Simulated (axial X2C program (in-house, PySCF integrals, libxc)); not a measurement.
## Potential curves of MoB⁺, two-component

All values were computed with an in-house all-electron X2C program for linear molecules (integrals from PySCF). Two-component (2c) means X2C with spin–orbit coupling and atomic mean-field two-electron Coulomb and Gaunt terms. Basis: Mo dyall-cv3z [11s12p9d5f3g], B dyall-v3z [7s6p2d1f] (cores contracted in-house); Gaussian nuclei, density fitting, unrestricted open shells. Masses: Mo 97.905 u, B 11.009 u.

State: Ω = 3 (⟨Sz⟩ = 3.00, ⟨Lz⟩ = 0.00 at HF). Energies in eV from the fragments at the same level (Mo+ + B). Fits are polynomials in 1 − R0/R over 0.85 to 1.23 times the lowest point R0.

```csv
R (Å),CCSD,HF,MP2
1.9697,,-0.2635,-1.3489
2.0602,-1.4884,-0.6220,-1.5543
2.1282,-1.5909,-0.8064,-1.6352
2.1961,-1.6418,-0.9353,-1.6710
2.2640,-1.6550,-1.0214,-1.6740
2.3432,-1.6373,-1.0806,-1.6486
2.4225,-1.5964,-1.1066,-1.6021
2.5244,-1.5236,-1.1055,-1.5235
2.6489,,-1.0693,-1.4128
2.8300,,-0.9793,-1.2436
```

Correlated methods: 8 electrons correlated (number of frozen shells: Mo 4 s, 3 p, 1 d; B 1 s), 272 virtual spin orbitals or spinors in MP2.

The state is one determinant whose occupation by symmetry is held fixed; it was picked as the lowest of a PBE0 search that is not exhaustive. De is counted from the lowest determinant-based energies of the atoms at the same level, without counterpoise correction. CCSD ran in a truncated set of natural virtual spinors with an MP2 remainder; without triples it tends to underbind. In 2c an atomic determinant is not the ground J level, so De misses part of the atomic spin–orbit lowering. This holds for CCSD, MP2. PBE0 can misorder states that lie within some tenths of an eV, so this need not be the ground state of the molecule. The nearest other 2c determinant of the search, Ω = 2, lies 0.17 eV up at the distance of the search. With several unpaired electrons one determinant need not be a pure state. Open-shell Ω = 0 determinants with evenly filled partner blocks cannot be reached by this program, so the Ω shown need not be the lowest component. With the outer-core shells frozen, correlated bond lengths of heavy atoms tend to come out a few hundredths of an ångström too long. Coupled cluster ran on the points near the minimum only. MP2 and coupled cluster on one determinant become unreliable at the stretched end.

(1) What are Re, ωe and De at the CCSD level?

(2) What are Re, ωe and De at the HF level?

(3) Fit the MP2 curve near its minimum: give the equilibrium distance, the harmonic wavenumber and the well depth.

Results:

(1) At CCSD, 2c: Re = 2.260 Å, ωe ≈ 401 cm⁻¹, De = 1.66 eV to Mo+ + B; Be follows as 0.334 cm⁻¹.

(2) At HF, 2c: Re = 2.468 Å, ωe ≈ 295 cm⁻¹, De = 1.11 eV to Mo+ + B; Be follows as 0.28 cm⁻¹.

(3) At MP2, 2c: Re = 2.237 Å, ωe ≈ 398 cm⁻¹, De = 1.68 eV to Mo+ + B; Be follows as 0.34 cm⁻¹.
